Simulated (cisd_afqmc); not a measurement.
Input (AFQMC/CISD/def2-SVP; cisd_afqmc is a phaseless AFQMC code with CISD trial states that reads the integrals written by Ansatz):

Ansatz 0.2 input:
```python
import cisd_afqmc

open("ham.yaml", "w").write("""\
crystal:
  periodic: [false, false, false]
  atoms:
    - {symbol: In, position_ang: [-0.58036117, 0.30060052, -0.55529613]}
    - {symbol: H, position_ang: [-1.88258884, -0.23100867, -1.50477716]}
    - {symbol: F, position_ang: [-0.04749420, 2.18211070, -0.57583944]}
    - {symbol: Br, position_ang: [0.87850668, -0.97535467, 0.96848121]}
basis:
  gaussian:
    orbitals: def2-SVP
magnetization: {spin_polarized: false}
correlation: {method: ccsd, electrons: outside_noble_gas, hamiltonian_folder: ham}
""")
rep = cisd_afqmc.ansatz("ham.yaml")
e_ccsd = rep["correlation"]["coupled_cluster"]["energy"]["hartree"]
out = cisd_afqmc.run("ham", e_ccsd, trial="CISD", walkers=100, populations=8, threads=8, dt=0.005, steps=40, early=36, settle=10, least=32,
    cut=5e-5, rank_cut=2e-4, target=0.0004, seconds=1500, seed=1, memory=17280, gpu=False)
```

Output:

```
orbitals 53, occupied [9], factors 304 of 820, rank of the doubles 136 of 396
E(HF) = -2861.321552
E(CCSD) on the cut factors = -2861.704449, shift to the whole factors -0.000006
Energy of the trial state on the determinant = -2861.704431
  tau behind 10.8 of longer steps, mean of the populations' last blocks
   2.0  -2861.71229
   4.0  -2861.71427
   6.0  -2861.71133
   8.0  -2861.71302
  10.0  -2861.71273
blocks 399 (1 outliers left out), error by blocks joined: 1: 0.00026, 2: 0.00032, 4: 0.00034, 8: 0.00035, 16: 0.00038
E(AFQMC/CISD) = -2861.71306 +/- 0.00038
```
